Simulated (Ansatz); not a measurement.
Consider the formal exchange of groups at the Si–C bond: `C[Si](N)(S)Cl` + `C=O` → `N[Si](S)(Cl)C=O` + CH₄.

Isolated molecules relaxed with PBE0-D4/def2-TZVP in Ansatz; ΔE leaves out vibrations. CCSD(T)/CBS is the MP2 limit (def2-TZVPP, def2-QZVPP) plus CCSD(T) − MP2 in def2-TZVPP, frozen cores. This one scheme is used for every species. Each species was taken in one conformer, which may not be the lowest.

`C[Si](N)(S)Cl`:

```xyz
11

C     0.674    1.174    0.656
Si   -0.360    0.051   -0.393
N    -0.738   -1.350    0.497
S     0.528   -0.542   -2.235
Cl   -2.005    1.142   -1.026
H     0.137    1.451    1.567
H     0.910    2.088    0.109
H     1.607    0.682    0.938
H    -0.993   -1.277    1.469
H    -1.216   -2.114    0.046
H     1.456   -1.304   -1.629
```

`C=O`:

```xyz
4

C    -0.003    0.000    0.004
O     0.618   -0.042   -1.017
H    -0.195    0.954    0.536
H    -0.420   -0.912    0.477
```

`N[Si](S)(Cl)C=O`:

```xyz
10

N     1.208   -0.664   -0.722
Si    0.077   -0.009    0.354
S     0.488    2.040    0.715
Cl    0.121   -1.183    2.040
C    -1.765   -0.032   -0.198
O    -2.087   -0.472   -1.272
H     1.405   -0.190   -1.589
H     1.310   -1.663   -0.802
H     1.787    1.811    0.975
H    -2.544    0.361    0.499
```

CH₄:

```xyz
5

C     0.000    0.000    0.000
H     0.809   -0.238    0.690
H    -0.468    0.937    0.299
H    -0.741   -0.799    0.020
H     0.400    0.099   -1.009
```

| level | ΔE (kJ/mol) |
| --- | --- |
| SCS-MP2/def2-TZVPP | 23.7 |
| CCSD/CBS(def2) | 24.2 |

Problem. What does CCSD(T)/CBS give? (An estimate is asked.)

Solution. Ansatz gave: +22.5 kJ/mol. The listed levels differ from it by 1.2, 1.7 kJ/mol.

Largest T1 diagnostic among the species: 0.015.

From PBE to PBE0 (25 % exact exchange), in def2-TZVPP and without D4, ΔE moves by +5.8 kJ/mol.
